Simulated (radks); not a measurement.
Task: Successive ionisation energies (eV) of one element, from differences of total energies of ions in their ground configurations, starting at charge 0: 5.111, 10.617, 21.908, 39.102, 58.541, 90.226, 93.417, 112.68, 130.29. Calculated with a radial shooting solver on a logarithmic mesh with Libxc functionals: scalar-relativistic Kohn-Sham, r2SCAN, spin-polarised, spherical densities, finite nucleus; open shells are filled with parallel spins first (spin-orbit coupling, left out, can overturn this in heavy ions); meta-GGA in the generalised Kohn-Sham scheme; Fermi nuclear charge, rms radius 4.8919 fm. Which element is it?

Result: Praseodymium (Z = 59). The first species listed is Pr in [Xe] 4f3 6s2, the last Pr8+ in [Kr] 4d10 4f1 5s2 5p2.
